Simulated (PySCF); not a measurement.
A mixed set of molecules.

All values: wB97X-D/def2-SVPD (PySCF) at GFN2-xTB geometries, gas phase, one conformer each. Core orbitals are frozen in the response; Δα² is half the sum of the squared differences of the principal polarisabilities.

(1) Rank by HOMO energy, highest first.
A. `C=PP(C)C`
B. `ClC12CC(C1)C2`
C. `C=C(C)/C=C/Cl`
D. `CN[SiH2]O[SiH3]`
E. `CO[Si@H](N)[SiH3]`
F. `[H]/N=C(/C)OC`

(2) Rank by mean static polarisability, highest first.
A. `C=C(C)/C=C/Cl`
B. `CN[SiH2]O[SiH3]`
C. `C=PP(C)C`
D. `[H]/N=C(/C)OC`
E. `ClC12CC(C1)C2`

(3) Rank by dipole moment, lowest first.
A. `[CH2:1]=[C:2]([CH3:3])/[CH:4]=[CH:5]/[Cl:6]` with C1–C2–C4–C5 180°
B. `[CH2:1]=[P:2][P:3]([CH3:4])[CH3:5]` with C1–P2–P3–C4 125°
C. `[CH3:1][O:2][SiH2:3][NH:4][SiH3:5]` with C1–O2–Si3–N4 -179°, O2–Si3–N4–Si5 -173°
D. `[CH3:1][O:2][Si@H:3]([NH2:4])[SiH3:5]` with C1–O2–Si3–N4 -59°, O2–Si3–N4–H 53° and -168°

## Answers

(1) A (-8.19 eV), C (-8.49 eV), D (-8.70 eV), E (-9.17 eV), F (-9.68 eV), B (-10.13 eV).

(2) C (13.61 Å³), A (11.97 Å³), B (11.02 Å³), E (10.04 Å³), D (7.37 Å³).

(3) B (0.63 D), C (1.10 D), A (1.81 D), D (2.20 D).

All values together:

| SMILES | formula | μ (D) | HOMO (eV) | LUMO (eV) | α (Å³) | Δα (Å³) | electrons | α per electron (Å³) |
| --- | --- | --- | --- | --- | --- | --- | --- | --- |
| CO[SiH2]N[SiH3] | CH9NOSi2 | 1.10 | -9.21 | 1.70 | 11.15 | 3.33 | 58 | 0.192 |
| C=C(C)/C=C/Cl | C5H7Cl | 1.81 | -8.49 | 0.64 | 11.97 | 9.01 | 54 | 0.222 |
| CO[Si@H](N)[SiH3] | CH9NOSi2 | 2.20 | -9.17 | 1.70 | 11.83 | 2.69 | 58 | 0.204 |
| ClC12CC(C1)C2 | C5H7Cl | 2.35 | -10.13 | 2.34 | 10.04 | 2.00 | 54 | 0.186 |
| [H]/N=C(/C)OC | C3H7NO | 2.17 | -9.68 | 2.23 | 7.37 | 2.39 | 40 | 0.184 |
| CN[SiH2]O[SiH3] | CH9NOSi2 | 1.16 | -8.70 | 1.85 | 11.02 | 2.48 | 58 | 0.190 |
| C=PP(C)C | C3H8P2 | 0.63 | -8.19 | 0.00 | 13.61 | 5.20 | 56 | 0.243 |

Conformers: `[CH3:1][O:2][SiH2:3][NH:4][SiH3:5]` with C1–O2–Si3–N4 -179°, O2–Si3–N4–Si5 -173°; `[CH2:1]=[C:2]([CH3:3])/[CH:4]=[CH:5]/[Cl:6]` with C1–C2–C4–C5 180°; `[CH3:1][O:2][Si@H:3]([NH2:4])[SiH3:5]` with C1–O2–Si3–N4 -59°, O2–Si3–N4–H 53° and -168°; `[H]/[N:5]=[C:3](\[O:2][CH3:1])[CH3:4]` with C1–O2–C3–C4 180°; `[CH3:1][NH:2][SiH2:3][O:4][SiH3:5]` with C1–N2–Si3–O4 180°, N2–Si3–O4–Si5 79°; `[CH2:1]=[P:2][P:3]([CH3:4])[CH3:5]` with C1–P2–P3–C4 125°.

Q: How closely does the mean polarisability follow the number of electrons in this set?

A: The correlation coefficient is 0.80; α per electron runs from 0.184 to 0.243 Å³.
